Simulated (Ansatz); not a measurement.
Input for Ansatz (a program for electronic structure): U-CCSD(T)/cc-pV(D+d)Z on AlFH2 (SMILES [F][AlH2]), a point of a bond scan (R = 1.324 Å). Files ending in .json are basis or fitting sets from the Basis Set Exchange.

Ansatz 0.2 input:
```yaml
crystal:
  periodic: [false, false, false]
  atoms:
    - {symbol: Al, position_ang: [-0.24669394, -0.47884971, 0.15840895]}
    - {symbol: H, position_ang: [0.47073738, -1.31219084, 1.27881201]}
    - {symbol: H, position_ang: [-1.58943775, -0.85928261, -0.56046382]}
    - {symbol: F, position_ang: [0.33516980, 0.65058737, -0.21522172]}
basis:
  gaussian:
    orbitals: cc-pV_D+d_Z.json
correlation: {method: ccsd_t, electrons: outside_noble_gas}
scf: {omitted_lower_state_checks: [cluster_reference]}
magnetization: {spin_polarized: true, initial_magnetization: 0}
```

The head of its log:

```
WARN ansatz: RAYON_NUM_THREADS=1 ignored (pool sized by the plan → 1); use --threads N
Functional definition: HF
these checks for a lower state are left out or cut short: cluster_reference
integrals: 0.02 GiB planned
464 factors; integrals over basis functions are off by at most 1.7e-3 eV
mean field: 0.08 GiB planned
mean field evaluation 1: about -9317.6377 eV, gradient 2.1e1 eV
mean field evaluation 2: about -9317.6406 eV, gradient 2.1e1 eV
mean field evaluation 4: about -9319.1763 eV, gradient 9.2e-1 eV
mean field evaluation 8: about -9319.1857 eV, gradient 1.4e-4 eV
mean field -9319.18574573 eV, -342.4737593846 hartree, gradient 2.4e-6 eV, S^2 0.000000; 0 other end points of the search recorded, 0 dependent functions left out
6 core orbitals not correlated
reference -9319.18574573 eV, -342.4737593846 hartree; 6, 6 occupied and 35, 35 virtual orbitals, 464 factors
```

Question: Predict the final total energy.

Answer: -342.7444 hartree (reference determinant -342.4738, T1 diagnostic 0.010).
